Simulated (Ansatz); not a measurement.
Counterpoise correction, worked out

The pair of F⁻ (SMILES [F-], atom 1) and CH4O (SMILES CO, atoms 2–7), both closed shells, in one local arrangement (a lower one may exist), relaxed at PBE0-D4/def2-TZVPD:

```
7
angstrom
F 1.3553 -0.7268 -1.7873
C -0.5126 0.1838 0.4817
O 0.8521 0.2269 0.3355
H -0.9277 -0.8444 0.4531
H -1.0586 0.7516 -0.2992
H -0.8134 0.6166 1.4523
H 1.1050 -0.2077 -0.6360
```

Computed with Ansatz 0.2.0 (basis: def2-TZVPPD); correlated methods freeze the cores.

MP2 total energies in eV:

| system | geometry | basis functions | energy |
| --- | --- | --- | --- |
| pair | pair | all | -5859.03437 |
| F⁻ | as in the pair | all (partner as ghosts) | -2714.20211 |
| CH4O | as in the pair | all (partner as ghosts) | -3143.20257 |
| F⁻ | as in the pair | its own | -2714.14478 |
| CH4O | as in the pair | its own | -3143.18970 |
| F⁻ | free (PBE0-D4 minimum) | its own | -2714.14478 |
| CH4O | free (PBE0-D4 minimum) | its own | -3143.60652 |

Problem. Work out the interaction energy with and without the counterpoise correction, the superposition error, and the binding energy from the relaxed fragments.

Solution. Without correction: -5859.03437 − (-2714.14478) − (-3143.18970) = -1.69989 eV.
With correction (each fragment in the whole basis): -5859.03437 − (-2714.20211) − (-3143.20257) = -1.62969 eV = -37.58 kcal/mol.
The superposition error is the difference, 0.07020 eV, 4 % of the uncorrected value: each fragment borrows its partner's functions.
Deformation from the free shapes: 0.00000 eV for F⁻ and 0.41682 eV for CH4O.
Binding energy from relaxed fragments: -1.62969 + 0.00000 + 0.41682 = -1.21287 eV = -27.97 kcal/mol (electronic, without zero-point energy; negative means bound). The deformation is large: the pair is on the way to a chemical bond or a shared proton. For comparison, the corrected interaction energy by CCSD(T) at an estimated basis limit (MP2 extrapolated from triple and quadruple zeta, plus CCSD(T) − MP2 in triple zeta) is -1.689 eV.

T1 diagnostic: at most 0.023.

For scale, one of the runs: CCSD(T)/def2-TZVPPD, 185 basis functions, launched by `ansatz run in.yaml --threads 2 --pin off --events-out ev --progress --plain --max-ram 5222MiB`. The run took 48 s on 2 CPU threads of an Intel Xeon Platinum 8259CL (shared host), with 2 GiB of host memory at its peak.
